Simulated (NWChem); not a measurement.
# SiHOF, singlet; SMILES [Si](O)F

```xyz
4

Si     0.6214     0.0125     0.0000
F     -0.4211    -1.2591     0.0000
O     -0.4493     1.2760     0.0000
H     -1.3979     1.0886     0.0000
```
Atoms are numbered in this order, from 1.

Results from NWChem. Pople sets run with spherical d functions. Low-valent species are run as closed-shell singlets; no triplet was tried in these runs. Structure relaxed at the PBE0/def2-SVP level. Level: M06-2X/6-31G* with SMD (1 M gas to 1 M solution), gas-phase geometry. Reactions with the solvent are ignored.

```json
[
 {"solvent": "water", "dielectric constant": "78.4", "solvation free energy (kcal/mol)": "-4.9", "cavity-dispersion-structure term (kcal/mol)": "1.5", "dipole in solution (D)": "1.17"},
 {"solvent": "N,N-dimethylformamide", "dielectric constant": "37.2", "solvation free energy (kcal/mol)": "-4.1", "cavity-dispersion-structure term (kcal/mol)": "-0.7", "dipole in solution (D)": "1.09"},
 {"solvent": "toluene", "dielectric constant": "2.37", "solvation free energy (kcal/mol)": "-3.0", "cavity-dispersion-structure term (kcal/mol)": "-1.0", "dipole in solution (D)": "1.01"},
 {"solvent": "acetone", "dielectric constant": "20.5", "solvation free energy (kcal/mol)": "-4.6", "cavity-dispersion-structure term (kcal/mol)": "-0.9", "dipole in solution (D)": "1.11"},
 {"solvent": "anisole", "dielectric constant": "4.22", "solvation free energy (kcal/mol)": "-3.4", "cavity-dispersion-structure term (kcal/mol)": "-0.7", "dipole in solution (D)": "1.05"},
 {"solvent": "1,4-dioxane", "dielectric constant": "2.21", "solvation free energy (kcal/mol)": "-2.6", "cavity-dispersion-structure term (kcal/mol)": "-0.7", "dipole in solution (D)": "1.01"},
 {"solvent": "dimethyl sulfoxide", "dielectric constant": "46.8", "solvation free energy (kcal/mol)": "-3.8", "cavity-dispersion-structure term (kcal/mol)": "-0.4", "dipole in solution (D)": "1.09"}
]
```
